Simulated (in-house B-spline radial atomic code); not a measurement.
Configurations of the samarium ion Sm⁶⁺, with energies counted from [Kr] 4d10 4f4 5s2 5p4. Computed with a B-spline radial code for spherical atoms: scalar-relativistic (X2C) r2SCAN, spin-polarised, spherical fractional occupations, Fermi nucleus of rms radius 5.0819 fm. Shells without spins written out take the highest spin.

Occupations are held fixed; configurations that lie above the ionisation limit could autoionise.

```csv
configuration,E - E(ref) (eV),highest orbital,its <r> (bohr)
"[Kr] 4d10 4f(3 up, 1 down) 5s2 5p(3 up, 1 down)",4.4364,4f down,0.8144
"[Kr] 4d10 4f(2 up, 2 down) 5s2 5p(2 up, 2 down)",8.0486,4f up,0.8161
[Kr] 4d10 4f4 5s2 5p3 5d1,26.666,5d up,1.745
[Kr] 4d10 4f3 5s2 5p4 6p1,48.192,6p up,2.843
[Kr] 4d10 4f4 5s2 5p3 6d1,59.792,6d up,3.452
[Kr] 4d10 4f4 5s2 5p3 6f1,71.328,6f up,4.547
"[Kr] 4d(4 up, 5 down) 4f(2 up, 2 down) 5s2 5p(3 up, 1 down) 5d(0 up, 1 down)",165.47,5d down,1.753
[Kr] 4d9 4f4 5s2 5p4 6f1,198.64,6f up,4.48
```

Question: Order these further configurations by energy, lowest first.
A. [Kr] 4d10 4f(2 up, 2 down) 5s2 5p(1 up, 2 down) 6p(0 up, 1 down)
B. [Kr] 4d10 4f(0 up, 4 down) 5s2 5p(0 up, 3 down) 6d(1 up, 0 down)
C. [Kr] 4d9 4f4 5s2 5p4 6s1
D. [Kr] 4d9 4f4 5s2 5p4 5f1
E. [Kr] 4d10 4f(2 up, 1 down) 5s2 5p(1 up, 3 down) 5f(1 up, 0 down)

Answer: A (60.222 eV), B (60.653 eV), E (60.844 eV), C (167.45 eV), D (183.57 eV).

Question: How far above the reference does [Kr] 4d10 4f3 5s2 5p4 6s1 lie?

Answer: 39.956 eV; its least bound orbital is 6s up with <r> = 2.545 bohr.

Question: How far above the reference does [Kr] 4d9 4f4 5s2 5p5 lie?

Answer: 123.59 eV; its least bound orbital is 4f up with <r> = 0.7787 bohr.

Question: How far above the reference does [Kr] 4d9 4f5 5s2 5p4 lie?

Answer: 125.5 eV; its least bound orbital is 4f up with <r> = 0.8039 bohr.
